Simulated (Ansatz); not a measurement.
Ansatz (a program for electronic structure) input:

Ansatz 0.2 input:
```yaml
crystal:
  periodic: [false, false, false]
  atoms:
    - {symbol: Y, position_ang: [0.37535354, -0.02463110, 0.35486611]}
    - {symbol: Cl, position_ang: [1.05258520, 0.39262530, -1.95052497]}
    - {symbol: Cl, position_ang: [-1.91369039, -0.33611866, 1.13642036]}
basis:
  gaussian:
    orbitals: def2-TZVP
hamiltonian:
  xc: b3lyp
  dispersion: d3bj
magnetization: {spin_polarized: true, initial_magnetization: 1}
phonons: {temperatures: {t_min: 298.15, t_max: 298.15, t_step: 100}}
```

Q: Predict the final energy.

A: -958.94543 Eh (B3LYP-D3(BJ)/def2-TZVP). The basis has 114 functions.

The spin state was set by rule; other spins were not relaxed.
